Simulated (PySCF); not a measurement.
SiHClBr2, SMILES Cl[SiH](Br)Br. Atoms are numbered in the order given.

```xyz
5

Si     0.5742     0.4241     0.0000
Cl    -0.2193     2.3128     0.0000
Br    -0.0909    -0.6538    -1.8044
Br    -0.0909    -0.6538     1.8044
H      2.0498     0.5134     0.0000
```

Geometry: PBE0-D3(BJ)/def2-SVP.

Calculation: PBE/def2-TZVP (PySCF).

Atomic charges (e):

```tsv
atom	meta-Löwdin	Löwdin	Mulliken
Si1	0.72	?	0.43
Cl2	-0.24	?	-0.16
Br3	-0.20	?	-0.14
Br4	-0.20	?	-0.14
H5	-0.07	?	0.01
```

**Question.** What belongs in the gaps? (Estimate from the structure and the level; the computed values follow.)

**Answer.** 
- Si1, Löwdin: -0.71
- Cl2, Löwdin: 0.27
- Br3, Löwdin: 0.23
- Br4, Löwdin: 0.23
- H5, Löwdin: -0.03

**Question.** Give the Mayer and Wiberg (Löwdin basis) orders of the bonds. (Estimate from the structure and the level; the computed values follow.)

**Answer.** 
```tsv
bond	Mayer	Wiberg
Si1–Cl2	1.23	1.90
Si1–Br3	1.22	1.86
Si1–Br4	1.22	1.86
Si1–H5	0.90	0.92
```
